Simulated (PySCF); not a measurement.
Species: C6H6F3O (charge +1).
SMILES with atom numbers: `[CH3:1][CH2:2][C:3]([F:4])([F:5])[O:6][c+:7]1[cH:8][c:9]1[F:10]`

Probes without a nucleus sit at each ring's centroid and 1 Å off its mean plane on both sides; NICS is minus the shielding there, NICSzz its component along the normal. Level: GIAO PBE0/pcSseg-1 (PySCF, non-relativistic, gas phase) on the GFN2-xTB geometry, one conformer.

Ring bond lengths (Å), with Mayer bond orders in brackets: C7–C8 1.410 (1.08), C8–C9 1.365 (1.31), C9–C7 1.401 (1.24).

What do the NICS probes read (ppm)?

```
    ring                                                          type  NICS(0)  NICS(1), two faces  NICS(1)zz, two faces  rms pucker (Å)  centre to ring atoms, mean (Å)
C7–C8–C9  3-membered carbocycle; bonds drawn aromatic by RDKit's count    -28.8       -10.3 / -10.3         -14.5 / -14.7            0.00                            0.80
```

What do they say, and how far can they be read as aromaticity?

- C7–C8–C9: mean NICS(1)zz -14.6 ppm, shielded. NICS(0) lies 19 ppm below the mean NICS(1).

And the bond-length index? HOMA takes Krygowski's 1993 parameters.

- C7–C8–C9: HOMA 0.90 = 1 − EN − GEO, with mean bond length 1.392 Å, EN = α(Ropt − mean)² = 0.004 and GEO = α × variance = 0.100.

What is the mean of the two in-plane components of NICS at the second NICS(1) probe listed for ring C7–C8–C9, 1 Å off the ring?

The isotropic value is a third of the trace: (3 × -10.3 − (-14.7))/2 = -8.1 ppm.

List the ring angles and the Hirshfeld charges of the ring atoms.

- C7–C8–C9: C7 58.1° (+0.188 e), C8 60.6° (+0.095 e), C9 61.3° (+0.224 e); sum 180.0° against 180° for a flat convex ring.

What are the shieldings of the ring atoms and their hydrogens in the same run (means over atoms taken as equivalent)?

```
  atoms                 environment  σ isotropic (ppm)  principal values of the symmetric part, first atom (ppm)
     C7     unsaturated ring carbon               27.3                                        -76.2, 17.0, 141.2
     C8  unsaturated ring CH carbon               44.5                                        -93.8, 62.7, 164.5
     C9     unsaturated ring carbon               23.0                                        -51.8, 16.2, 104.7
H on C8          hydrogen on carbon              23.79                                          21.3, 23.2, 26.8
```

Shape of the structure used: `[CH3:1][CH2:2][C:3]([F:4])([F:5])[O:6][c+:7]1[cH:8][c:9]1[F:10]`: C1–C2–C3–F4 179°, C2–C3–O6–C7 -179°, C3–O6–C7–C8 -1°.
